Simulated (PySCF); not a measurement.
C5H7BO2.
Geometry (PBE0-D3(BJ)/def2-SVP, Å), atoms numbered from 1 in this order:
```xyz
15
C5H7BO2 angstrom
C     -3.3970    1.7991    0.2737
C     -2.0970    1.1660    0.1625
C     -1.0067    0.6325    0.0711
B      0.3598   -0.0307   -0.0361
O      0.9081   -0.4416   -1.2185
C      2.1794   -1.0027   -0.9470
C      2.3497   -0.8917    0.5842
O      1.1620   -0.2716    1.0429
H     -3.4214    2.7462   -0.2876
H     -4.1863    1.1484   -0.1341
H     -3.6457    2.0196    1.3235
H      2.9520   -0.4440   -1.4996
H      2.2025   -2.0467   -1.2990
H      2.4600   -1.8752    1.0689
H      3.2181   -0.2760    0.8696
```

Definitions: NICS(0) = −σiso at the ring centroid; NICS(1) = −σiso and NICS(1)zz = −σzz at ±1 Å along the ring normal z. Level: GIAO PBE0/pcSseg-1 (PySCF, non-relativistic, gas phase) on the PBE0-D3(BJ)/def2-SVP geometry, one conformer.

Ring bond lengths (Å), with Mayer bond orders in brackets: B4–O5 1.367 (1.19), O5–C6 1.416 (0.89), C6–C7 1.545 (1.05), C7–O8 1.416 (0.89), O8–B4 1.366 (1.19).

Task: What do the NICS probes read (ppm)?

Result: 
```json
{"ring": "B4–O5–C6–C7–O8", "type": "5-membered ring with B and 2 O; formal bonds all single", "NICS(0)": "-5.7", "NICS(1), two faces": "-2.3 / -2.3", "NICS(1)zz, two faces": "-4.6 / -4.6", "rms pucker (Å)": "0.00", "centre to ring atoms, mean (Å)": "1.21"}
```

Task: What can be read from them?

Result: 
- B4–O5–C6–C7–O8: mean NICS(1)zz -4.6 ppm, shielded. C6, C7 have four or more neighbours, and the NICS criterion for π rings isn't applied.

Task: What field does 7.05 T along the ring normal induce along that normal at the second NICS(1) probe listed for ring B4–O5–C6–C7–O8, 1 Å off the ring?

Result: NICSzz × B0 = -4.6 ppm × 7.05 T = -32 μT, against the applied field.

Task: How shielded are the nuclei of the rings and their hydrogens (means over atoms taken as equivalent)?

Result: 
```tsv
atoms	environment	σ isotropic (ppm)
B4	three-coordinate boron	78.0
O5 (×2)	boron-bound oxygen	200.9
C6 (×2)	sp3 carbon bound to oxygen	116.5
H12 (×4)	methylene hydrogen	27.14
```

Task: How do the values depend on the level or the medium?

Result: 
```csv
level,"NICS(0), B4–O5–C6–C7–O8","mean NICS(1)zz, B4–O5–C6–C7–O8"
"PBE0/pcSseg-1, gas",-5.7,-4.6
"PBE0/pcSseg-1, IEF-PCM benzene",-5.6,-4.5
"PBE0/pcSseg-1, IEF-PCM tetrahydrofuran",-5.6,-4.4
```

The geometry is the same throughout; the continuum's cavity takes Bondi-type radii × 1.2.

On one thread, Arm Neoverse N1 (aarch64), shared host with 64 logical CPUs at a one-minute load of 57, this took 51 s of wall time (with the writing of density and orbital grids) and 0.79 GiB of memory at its peak. This is the whole shielding run at PBE0/pcSseg-1, SCF included.
